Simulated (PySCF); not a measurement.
Vertical excitations of a molecule C4H6 from TDA-ωB97X/def2-SVPD (PySCF 2.14.0), as energy in eV (oscillator strength): 7.59 (0.017), 7.64 (0.319), 7.73 (0.001), 8.14 (0.000), 8.22 (0.028), 8.29 (0.000), 9.20 (0.000), 9.45 (0.131), 9.50 (0.021), 9.53 (0.000). Lowest triplet (TDA): 4.31 eV. Coordinates come from a B3LYP-D3(BJ)/def2-SVP optimisation. Other conformers were not sampled.

Q: Identify the compound among the candidates.
A) C1=CCC1
B) C=CC=C
C) C=C=CC
D) CC#CC

A: A, C1=CCC1
